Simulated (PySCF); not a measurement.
Compound: C5H8FN2S (doublet state).
Structure used (GFN2-xTB), in Å, numbered top down from 1:
```
atom  x, y, z in Å
C1    -2.382   -0.888    0.510
C2    -1.692    0.478    0.610
C3    -0.406    0.487   -0.131
N4     0.755    0.226    0.384
C5     1.745    0.223   -0.480
C6     3.149   -0.077   -0.164
F7     3.497   -1.377   -0.529
S8     1.195    0.589   -2.142
N9    -0.364    0.775   -1.490
H10   -2.602   -1.138   -0.526
H11   -1.738   -1.660    0.922
H12   -3.315   -0.875    1.068
H13   -1.479    0.698    1.656
H14   -2.350    1.254    0.211
H15    3.845    0.572   -0.707
H16    3.308   -0.011    0.916
H17   -1.170    0.737   -2.092
```

The hyperfine couplings belong to this conformer and change with its torsions.

The species is `CC[C]1N=C(CF)SN1` [radical].

Level of theory: UKS B3LYP, pcH-1 on C F H N S, non-relativistic, mean-field spin-orbit, GIAO in PySCF. The structure is a single GFN2-xTB conformer in the gas phase; no vibrational or solvent corrections. A GFN2-xTB geometry isn't a minimum of the functional, and hyperfine couplings can be far from their values at a DFT geometry. Stability of the SCF solution: not tested.

**Question.** Predict the first-order ENDOR lines of N9, F7, H15/H16, H13/H14 and H17 under fast tumbling at B = 1215.1 mT (Q band).

**Answer.** ν± = |νn ± a/2|, one line for each electron-spin manifold; νn = |g_N| × 7.62259 MHz/T × B.

| nuclei | isotope | g_N | νn (MHz) | a_iso (MHz) | lower line (MHz) | upper line (MHz) |
| --- | --- | --- | --- | --- | --- | --- |
| N9 | 14N | 0.4038 | 3.74 | 12.77 | 2.64 | 10.12 |
| F7 | 19F | 5.2577 | 48.70 | 241.75 | 72.18 | 169.58 |
| H15/H16 | 1H | 5.5857 | 51.74 | 10.44 | 46.52 | 56.96 |
| H13/H14 | 1H | 5.5857 | 51.74 | 9.56 | 46.95 | 56.52 |
| H17 | 1H | 5.5857 | 51.74 | -4.20 | 49.64 | 53.83 |

**Question.** Which pairs are centred on the nuclear Larmor frequency, and which on half the coupling?

**Answer.** Centred on νn, since |a| < 2νn: H15/H16, H13/H14 and H17. Centred on |a|/2 and split by 2νn: N9 and F7.

**Question.** At what field would the lower line of H13/H14 fall to zero frequency?

**Answer.** Where νn = |a|/2, that is B = 4.78 MHz/(5.5857 × 7.62259 MHz/T) = 112 mT, as far as first order holds there.

Couplings of abundant isotopes left out: N4 (-7.5 MHz).

Means are taken over nuclei equivalent by connectivity, which assumes that they swap fast. The 1H value of +10.4 MHz is a mean of couplings from 1.2 to 19.6 MHz in this one geometry, not an average over conformers.

The Mulliken spin populations are largest on C5 (+0.49), C3 (+0.26), S8 (+0.18) and N9 (+0.15). The positive populations add up to 1.14 and the negative ones to -0.14, together 2S = 1.

The SMILES draws the unpaired electron on C3; the largest computed Mulliken spin population is on C5 (0.49 against 0.26).
